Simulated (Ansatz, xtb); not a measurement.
## Isomers of C6H5F3O in order of energy

8 gas-phase structures of C6H5F3O, from a drawn sample of its isomers (lower ones may exist). Each was relaxed with GFN2-xTB; where two conformers were screened, the lower at r2SCAN-D4/def2-SVP is listed:

A. `C=C/C(C=O)=C\C(F)(F)F`, a singlet
B. `C=C(C=O)/C=C\C(F)(F)F`, a singlet
C. `C=C(C=O)C(=C)C(F)(F)F`, a singlet
D. `C=C(/C=C/C=O)C(F)(F)F`, a singlet
E. `C=C(C=O)/C=C/C(F)(F)F`, a singlet
F. `O=C/C=C/C=C/C(F)(F)F`, a singlet
G. `C=C/C=C(/C=O)C(F)(F)F`, a singlet
H. `C=C/C=C(\C=O)C(F)(F)F`, a singlet

**Question.** Estimate their order in r2SCAN-D4/def2-SVP energy at these geometries, lowest first.

**Answer.** Calculated order at r2SCAN-D4/def2-SVP: F (0.0), D (1.3), H (1.8), E (1.9), G (2.7), A (8.1), C (8.3), B (8.8) kcal/mol. Less than 1 kcal/mol parts D and H; H and E; E and G; A and C; C and B, so the order within those pairs means little.

Energies above the lowest of each column, in kcal/mol; the last columns are at B3LYP/def2-SVP geometries and were run for some of them only (a dash: not run or not comparable):

```tsv
structure	GFN2-xTB	HF/STO-3G	r2SCAN-D4/def2-SVP	B3LYP/def2-SVP	CCSD(T)/def2-SVP + ΔMP2/def2-TZVPP
F	0.0	0.0	0.0	0.0	0.0
D	1.5	1.5	1.3	2.6	1.3
H	1.4	2.4	1.8	2.9	3.2
E	2.2	2.0	1.9	2.2	0.8
G	2.3	3.4	2.7	3.8	4.1
A	5.4	5.2	8.1	–	–
C	5.4	4.7	8.3	–	–
B	5.7	6.1	8.8	–	–
```

Every level run on F puts it lowest or level with the lowest. CCSD(T)/def2-SVP + ΔMP2/def2-TZVPP orders those it was run on as F (0.0), E (0.8), D (1.3), H (3.2), G (4.1) kcal/mol. Less than 1 kcal/mol parts F and E; E and D; H and G, so the order within those pairs means little. Some further structures that were screened fall inside this span and aren't listed. Flexible structures stand in one conformer each, not always the lowest. G keeps a small imaginary mode. Frequencies (GFN2-xTB) were run for D, E, F, G, H alone. ΔMP2 is the change of the MP2 energy from the smaller to the larger basis.

Over these structures GFN2-xTB departs from r2SCAN-D4/def2-SVP by 1.3 kcal/mol on average once a common shift is removed. A GFN2-xTB relaxation took about 0.13 s and the r2SCAN-D4/def2-SVP energy about 3.3 s on a shared host (Ansatz 0.2.0, xtb 6.7.1).
